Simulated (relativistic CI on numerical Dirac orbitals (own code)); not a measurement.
**Sc³⁺ in a cubic cluster: 2p photoemission with charge transfer**

Computed with a charge-transfer multiplet model of a cubic metal-ligand cluster with up to 2 ligand holes, Slater and spin-orbit integrals from Dirac-Coulomb-Breit ions, Slater integrals scaled by 0.7. The ground state mixes d0 with configurations of k ligand holes L, whose averages lie at kΔ + k(k − 1)U_dd/2; a core hole lowers each added d electron by U_cd. 300 K, Lorentzian 0.6 eV and Gaussian 0.8 eV FWHM.

Atomic integrals in eV (Slater integrals scaled, ζ unscaled), ground: F2dd 4.121, F4dd 2.525, zeta_d 0.005; with the core hole: F2dd 4.121, F4dd 2.525, zeta_d 0.020, zeta_core 3.003, F2cd 3.598, G1cd 2.586, G3cd 1.465. Where a configuration has fewer than two d electrons, the dd integrals are those of d2.

Cluster parameters (eV): Δ = 4.2, U_cd = 6.1, 10Dq = 0.3, 10Dq(ligand) = 0.3, V(eg) = 2.55, V(t2g) = -1.24, final-state hopping factor = 1.

| Case | n_d | d0 | d1L | d2L2 | S |
| --- | --- | --- | --- | --- | --- |
| U_dd = 3.9 eV | 0.59 | 0.49 | 0.43 | 0.08 | 0.00 |
| U_dd = 5.3 eV | 0.56 | 0.51 | 0.42 | 0.07 | 0.00 |
| U_dd = 6 eV | 0.55 | 0.51 | 0.42 | 0.07 | 0.00 |

Weights, n_d and S are thermal averages at 300 K. Binding energies count from the first peak over 30 % of the highest in each spectrum, which can be another peak from case to case. The parameters are a model scan and need not match a compound or its usual spin state. Peaks in eV (height, largest 100):
- U_dd = 3.9 eV: 0.0 (100), 4.4 (34), 10.8 (14), 15.3 (6)
- U_dd = 5.3 eV: 0.0 (100), 4.5 (35), 11.0 (13), 15.4 (7)
- U_dd = 6 eV: 0.0 (100), 4.4 (35), 11.0 (13), 15.5 (7)

Curve for U_dd = 5.3 eV (points under 2 left out, the grid thinned):

| E (eV) | Intensity |
| --- | --- |
| -2.8 | 2.0 |
| -2.4 | 2.8 |
| -2.1 | 3.6 |
| -1.7 | 5.6 |
| -1.4 | 8.5 |
| -1.0 | 18.1 |
| -0.6 | 45.5 |
| -0.3 | 79.2 |
| 0.1 | 99.1 |
| 0.5 | 63.2 |
| 0.8 | 33.2 |
| 1.2 | 14.0 |
| 1.5 | 8.7 |
| 1.9 | 5.8 |
| 2.3 | 4.9 |
| 2.6 | 5.2 |
| 3.0 | 7.4 |
| 3.3 | 11.8 |
| 3.7 | 21.6 |
| 4.1 | 31.2 |
| 4.4 | 34.9 |
| 4.8 | 31.7 |
| 5.2 | 23.6 |
| 5.5 | 17.9 |
| 5.9 | 11.2 |
| 6.2 | 7.7 |
| 6.6 | 4.8 |
| 7.0 | 2.9 |
| 7.3 | 2.1 |
| 9.3 | 2.5 |
| 9.6 | 3.3 |
| 10.0 | 5.4 |
| 10.4 | 8.9 |
| 10.7 | 11.9 |
| 11.1 | 13.0 |
| 11.4 | 10.3 |
| 11.8 | 5.5 |
| 12.2 | 2.8 |
| 14.4 | 2.0 |
| 14.8 | 3.9 |
| 15.2 | 6.1 |
| 15.5 | 6.5 |
| 15.9 | 4.9 |
| 16.2 | 3.4 |
| 16.6 | 2.0 |

A d0 ion has no d-d gap: its lowest excitations are ligand-to-metal charge transfer. With the core hole the average of the configuration with one ligand hole lies at Δ − U_cd = -1.9 eV before mixing: the effective hopping of about 5.7 eV (from the holes of the mixed ground state) is comparable with this gap or larger, so the configurations mix strongly.
